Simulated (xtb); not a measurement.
CH5GaN, charge +1, singlet, from a rough starting geometry (GFN-xTB shapes and energies of metal compounds can be far from the true ones); GFN2-xTB in xtb.

Input for xtb:
```
$ xtb mol.xyz --gfn 2 --chrg 1 --opt vtight --json

# file mol.xyz
8

Ga     0.12450776    -0.25442543     0.18510576
C     -0.20242728     1.40050940    -1.02767002
H     -1.11069093     1.88511352    -0.58161079
H     -0.46257160     0.98778133    -1.98892568
H      0.60069505     1.91494739    -0.98030693
N      0.57990063    -1.66800704     1.34695021
H      0.58857566    -2.58725191     0.88650595
H      0.04165258    -1.70844024     2.23319533
```

Output, abridged:

```
   ID    Z sym.   atoms
    1   31 Ga     1
    2    6 C      2
    3    1 H      3-5, 7, 8
    4    7 N      6

           -------------------------------------------------
          |                Calculation Setup                |
           -------------------------------------------------

           -------------------------------------------------
          |                 G F N 2 - x T B                 |
           -------------------------------------------------

          ...................................................
          :                      SETUP                      :
          :.................................................:
          :  # basis functions                  23          :
          :  # atomic orbitals                  22          :
          :  # shells                           12          :
          :  # electrons                        16          :
          :  max. iterations                   250          :
          :  Hamiltonian                  GFN2-xTB          :
          :  restarted?                      false          :
          :  GBSA solvation                  false          :
          :  PC potential                    false          :
          :  electronic temp.          300.0000000     K    :
          :  accuracy                    1.0000000          :
          :  -> integral cutoff          0.2500000E+02      :
          :  -> integral neglect         0.1000000E-07      :
          :  -> SCF convergence          0.1000000E-05 Eh   :
          :  -> wf. convergence          0.1000000E-03 e    :
          :  Broyden damping             0.4000000          :
          :  net charge                          1          :
          :  unpaired electrons                  0          :
          ...................................................

 iter      E             dE          RMSdq      gap      omega  full diag
   1     -8.4056191 -0.840562E+01  0.187E+01    1.99       0.0  T
   2     -8.3935748  0.120444E-01  0.110E+01    3.34       1.0  T
   3     -7.8682568  0.525318E+00  0.923E+00    1.49       1.0  T
   4     -8.4467610 -0.578504E+00  0.484E+00    2.86       1.0  T
   5     -8.4497594 -0.299842E-02  0.339E+00    2.74       1.0  T
   6     -8.4506788 -0.919381E-03  0.156E+00    2.62       1.0  T
   7     -8.4517465 -0.106769E-02  0.382E-01    2.54       1.0  T
   8     -8.4518202 -0.737129E-04  0.227E-01    2.51       1.0  T
   9     -8.4518276 -0.740810E-05  0.364E-02    2.50       1.0  T
  10     -8.4518285 -0.914263E-06  0.232E-02    2.51       1.5  T
  11     -8.4518287 -0.138258E-06  0.474E-03    2.51       7.5  T
  12     -8.4518287 -0.733210E-08  0.100E-03    2.51      35.4  T
  13     -8.4518287 -0.210084E-09  0.662E-04    2.51      53.4  T

   *** convergence criteria satisfied after 13 iterations ***

         :::::::::::::::::::::::::::::::::::::::::::::::::::::
         ::                     SUMMARY                     ::
         :::::::::::::::::::::::::::::::::::::::::::::::::::::
         :: total energy              -8.334780474730 Eh    ::
         :: gradient norm              0.187112762554 Eh/a0 ::
         :: HOMO-LUMO gap              2.507570699790 eV    ::
         ::.................................................::
         :: SCC energy                -8.451827920432 Eh    ::
         :: -> isotropic ES            0.112947487779 Eh    ::
         :: -> anisotropic ES         -0.018753985476 Eh    ::
         :: -> anisotropic XC          0.004698510744 Eh    ::
         :: -> dispersion             -0.002142396410 Eh    ::
         :: repulsion energy           0.117047445702 Eh    ::
         :: add. restraining           0.000000000000 Eh    ::
         :: total charge               1.000000000000 e     ::
         :::::::::::::::::::::::::::::::::::::::::::::::::::::

      -----------------------------------------------------------
     |                   =====================                   |
     |                        A N C O P T                        |
     |                   =====================                   |
     |               Approximate Normal Coordinate               |
     |                Rational Function Optimizer                |
      -----------------------------------------------------------
      -----------------------------------------------------------
     |                   =====================                   |
     |                        A N C O P T                        |
     |                   =====================                   |
     |               Approximate Normal Coordinate               |
     |                Rational Function Optimizer                |
      -----------------------------------------------------------

          ...................................................
          :                      SETUP                      :
          :.................................................:
          :   optimization level         verytight          :
          :   max. optcycles                   200          :
          :   ANC micro-cycles                  20          :
          :   degrees of freedom                18          :
          :.................................................:
          :   RF solver                   davidson          :
          :   write xtbopt.log                true          :
          :   linear?                        false          :
          :   energy convergence         0.1000000E-06 Eh   :
          :   grad. convergence          0.2000000E-03 Eh/α :
          :   maxmium RF displ.          1.0000000          :
          :   Hlow (freq-cutoff)         0.1000000E-01      :
          :   Hmax (freq-cutoff)         5.0000000          :
          :   S6 in model hess.         20.0000000          :
          ...................................................

generating ANC from exact Hessian ...
Using Lindh-Hessian (1995)
[...]
 * total energy  :    -8.3347805 Eh     change       -0.1028173E-09 Eh
 * total energy  :    -8.3497165 Eh     change       -0.1493603E-01 Eh
 * total energy  :    -8.3510080 Eh     change       -0.1291458E-02 Eh
 * total energy  :    -8.3513035 Eh     change       -0.2954907E-03 Eh
 * total energy  :    -8.3513343 Eh     change       -0.3084405E-04 Eh
 * total energy  :    -8.3513488 Eh     change       -0.1449880E-04 Eh
 * total energy  :    -8.3513521 Eh     change       -0.3266616E-05 Eh
 * total energy  :    -8.3513539 Eh     change       -0.1808633E-05 Eh
 * total energy  :    -8.3513540 Eh     change       -0.1543518E-06 Eh
 * total energy  :    -8.3513541 Eh     change       -0.2733193E-07 Eh
   *** GEOMETRY OPTIMIZATION CONVERGED AFTER 10 ITERATIONS ***
[...]
          ...................................................

 iter      E             dE          RMSdq      gap      omega  full diag
   1     -8.4452131 -0.844521E+01  0.989E-06    2.58       0.0  T
   2     -8.4452131  0.497380E-13  0.598E-06    2.58    5913.2  T
   3     -8.4452131 -0.124345E-13  0.588E-06    2.58    6017.2  T

   *** convergence criteria satisfied after 3 iterations ***

         :::::::::::::::::::::::::::::::::::::::::::::::::::::
         ::                     SUMMARY                     ::
         :::::::::::::::::::::::::::::::::::::::::::::::::::::
         :: total energy              -8.351354055881 Eh    ::
         :: gradient norm              0.000052123635 Eh/a0 ::
         :: HOMO-LUMO gap              2.577915708146 eV    ::
         ::.................................................::
         :: SCC energy                -8.445212404715 Eh    ::
         :: -> isotropic ES            0.113830242986 Eh    ::
         :: -> anisotropic ES         -0.019646505794 Eh    ::
         :: -> anisotropic XC          0.004492829656 Eh    ::
         :: -> dispersion             -0.002148147712 Eh    ::
         :: repulsion energy           0.093858348833 Eh    ::
         :: add. restraining           0.000000000000 Eh    ::
         :: total charge               1.000000000000 e     ::
         :::::::::::::::::::::::::::::::::::::::::::::::::::::

           -------------------------------------------------
          |                Property Printout                |
           -------------------------------------------------

    * Orbital Energies and Occupations

         #    Occupation            Energy/Eh            Energy/eV
      -------------------------------------------------------------
         1        2.0000           -0.8099073             -22.0387
         2        2.0000           -0.7846661             -21.3519
         3        2.0000           -0.7432582             -20.2251
         4        2.0000           -0.6976167             -18.9831
         5        2.0000           -0.6849956             -18.6397
         6        2.0000           -0.6846694             -18.6308
         7        2.0000           -0.6413313             -17.4515
         8        2.0000           -0.5972120             -16.2510 (HOMO)
         9                         -0.5024753             -13.6730 (LUMO)
        10                         -0.3452892              -9.3958
        11                         -0.3360845              -9.1453
        12                         -0.2387602              -6.4970
        13                         -0.2380400              -6.4774
        14                         -0.1234801              -3.3601
        15                         -0.1158313              -3.1519
        16                         -0.0767001              -2.0871
        17                         -0.0491203              -1.3366
        18                          0.0411531               1.1198
        19                          0.0742454               2.0203
       ...                                ...                  ...
        22                          0.9086181              24.7248
      -------------------------------------------------------------
                  HL-Gap            0.0947367 Eh            2.5779 eV
             Fermi-level           -0.5498436 Eh          -14.9620 eV

     #   Z          covCN         q      C6AA      α(0)
     1  31 Ga       1.659     0.397   211.505    32.797
     2   6 C        3.622    -0.139    23.676     7.014
     3   1 H        0.924     0.176     1.228     1.733
     4   1 H        0.924     0.176     1.229     1.734
     5   1 H        0.924     0.175     1.234     1.737
     6   7 N        2.526    -0.305    27.902     7.845
     7   1 H        0.860     0.260     0.846     1.441
     8   1 H        0.860     0.260     0.846     1.441

 Mol. C6AA /au·bohr⁶  :        862.596514
 Mol. C8AA /au·bohr⁸  :      48386.004438
 Mol. α(0) /au        :         55.741422

Wiberg/Mayer (AO) data.
largest (>0.10) Wiberg bond orders for each atom

 ---------------------------------------------------------------------------
     #   Z sym  total        # sym  WBO       # sym  WBO       # sym  WBO
 ---------------------------------------------------------------------------
     1  31 Ga   2.569 --     6 N    1.291     2 C    0.952
     2   6 C    3.952 --     1 Ga   0.952     3 H    0.898     4 H    0.898
                             5 H    0.896     6 N    0.297
     3   1 H    0.969 --     2 C    0.898
     4   1 H    0.969 --     2 C    0.898
     5   1 H    0.969 --     2 C    0.896
     6   7 N    3.323 --     1 Ga   1.291     7 H    0.865     8 H    0.865
                             2 C    0.297
     7   1 H    0.932 --     6 N    0.865
     8   1 H    0.932 --     6 N    0.865
 ---------------------------------------------------------------------------

Topologies differ in total number of bonds
Writing topology from bond orders to xtbtopo.mol

molecular dipole:
                 x           y           z       tot (Debye)
 q only:       -0.148      -0.117       0.014
   full:       -0.354      -0.139      -0.057       0.978
molecular quadrupole (traceless):
                xx          xy          yy          xz          yz          zz
 q only:       -7.286      -2.012       6.745       0.652      -8.997       0.541
  q+dip:       -8.410      -1.527       7.835      -0.146      -9.491       0.575
   full:       -6.142      -0.308       5.525      -1.390      -5.268       0.617

optimized geometry written to: xtbopt.xyz

           -------------------------------------------------
          | TOTAL ENERGY               -8.351354055881 Eh   |
          | GRADIENT NORM               0.000052123635 Eh/α |
          | HOMO-LUMO GAP               2.577915708146 eV   |
           -------------------------------------------------

normal termination of xtb
```
